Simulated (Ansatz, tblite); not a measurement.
Spin states of NbS4, each relaxed with PBE0-D4/def2-SVP in Ansatz. Electronic energies in the gas phase.

In the def2 sets Nb takes a core potential; there is no spin–orbit coupling. The xTB rows come from tblite. HSE06 is defined as in plane-wave codes, on full-range PBE exchange. Correlated methods freeze 20 core orbitals; core or outer-core shells of Nb are correlated, in sets that lack core-valence functions. The rows differ in basis, and correlated rows in double-zeta sets carry the largest basis error. The structure comes from a short search, and lower isomers may exist.

Doublet geometry (Cs within 0.1 Å):

```tsv
atom	x (Å)	y (Å)	z (Å)
Nb1	0.5397	-0.5712	0.4952
S2	-1.7595	-0.5163	-0.0666
S3	0.9339	1.1271	-1.1065
S4	0.8693	0.1465	2.4831
S5	-0.5834	-0.1861	-1.8051
```

Quartet geometry (C2v within 0.1 Å):

```
atom   x (Å)   y (Å)   z (Å)
 Nb1   0.467  -0.499   0.679
  S2  -0.863  -0.929  -1.471
  S3  -0.071   1.938   0.092
  S4   1.500  -1.611   2.197
  S5  -1.033   1.101  -1.497
```

Run but left out: MP2/def2-SVP, MP2/def2-TZVP (doublet: ⟨S²⟩ 0.90 to 0.92, where a pure state has 0.75).

Only these spin states were relaxed. Higher spins weren't run and may lie lower.

```json
{"level": "GFN1-xTB", "quartet − doublet (kJ/mol)": "142.8", "lowest of these": "doublet", "remarks": "–"}
{"level": "GFN2-xTB", "quartet − doublet (kJ/mol)": "100.0", "lowest of these": "doublet", "remarks": "–"}
{"level": "HF/def2-SVP", "quartet − doublet (kJ/mol)": "51.9", "lowest of these": "doublet", "remarks": "spin-contaminated (⟨S²⟩ 0.92) (doublet), spin-contaminated (⟨S²⟩ 3.91) (quartet)"}
{"level": "HF/def2-TZVP", "quartet − doublet (kJ/mol)": "47.6", "lowest of these": "doublet", "remarks": "spin-contaminated (⟨S²⟩ 0.90) (doublet), spin-contaminated (⟨S²⟩ 3.92) (quartet)"}
{"level": "PBE-D4/def2-TZVP", "quartet − doublet (kJ/mol)": "170.6", "lowest of these": "doublet", "remarks": "–"}
{"level": "r2SCAN-D4/def2-TZVP", "quartet − doublet (kJ/mol)": "155.3", "lowest of these": "doublet", "remarks": "–"}
{"level": "r2SCANh-D4/def2-TZVP", "quartet − doublet (kJ/mol)": "149.6", "lowest of these": "doublet", "remarks": "–"}
{"level": "PBE0-D4/def2-TZVP", "quartet − doublet (kJ/mol)": "154.0", "lowest of these": "doublet", "remarks": "–"}
{"level": "HSE06-D4/def2-TZVP", "quartet − doublet (kJ/mol)": "154.1", "lowest of these": "doublet", "remarks": "–"}
{"level": "CCSD/def2-SVP", "quartet − doublet (kJ/mol)": "147.3", "lowest of these": "doublet", "remarks": "spin-contaminated (⟨S²⟩ 0.92) (doublet), spin-contaminated (⟨S²⟩ 3.91) (quartet)"}
{"level": "CCSD(T)/def2-SVP", "quartet − doublet (kJ/mol)": "164.2", "lowest of these": "doublet", "remarks": "spin-contaminated (⟨S²⟩ 0.92) (doublet), spin-contaminated (⟨S²⟩ 3.91) (quartet)"}
```

```tsv
state	donor atoms	mean metal–ligand distance (Å)	range (Å)	Mulliken spin on the metal (PBE0)
doublet	3	2.291	2.14–2.37	1.12
quartet	3	2.425	2.15–2.56	2.30
```

⟨S²⟩ at PBE0-D4/def2-TZVP: doublet 0.77 (pure 0.75), quartet 3.79 (pure 3.75).

Change of the quartet − doublet gap on mixing in exact exchange, in kJ/mol: PBE to PBE0 (25 % exact exchange) -16.6; r2SCAN to r2SCANh (10 % exact exchange) -5.7.

The xTB methods have no spin-polarisation term.
